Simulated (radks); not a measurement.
These are the eigenvalues of the occupied orbitals of an atom or ion with whole-number occupations (eV). Calculated with a radial shooting solver on a logarithmic mesh with Libxc functionals: scalar-relativistic Kohn-Sham, BLYP, spin-polarised, spherical densities, finite nucleus; Fermi nuclear charge, rms radius of each element as measured or else 0.836 A^(1/3) + 0.57 fm.

orbital  eigenvalue
1s up     -5477.431
1s down   -5476.956
2s up     -713.7020
2s down   -713.3275
2p up     -614.6285
2p down   -614.0780
3s up     -168.6404
3s down   -166.7045
3p up     -141.1229
3p down   -139.2477

Which element is it, and in what charge state? The configuration may be excited. Open shells, if any, are filled with parallel spins first.

Answer. Z = 23, vanadium, charge +6: V6+ in [Ne] 3s2 3p5. The list shows which subshells hold electrons but not how many an open one holds; the 1s level, -201.29 hartree, gives Z - s = 20.1 by -(Z - s)^2/2, which with screening and relativity narrows Z to a few neighbours, and the depths of the outer levels then fix element, charge and occupations together.
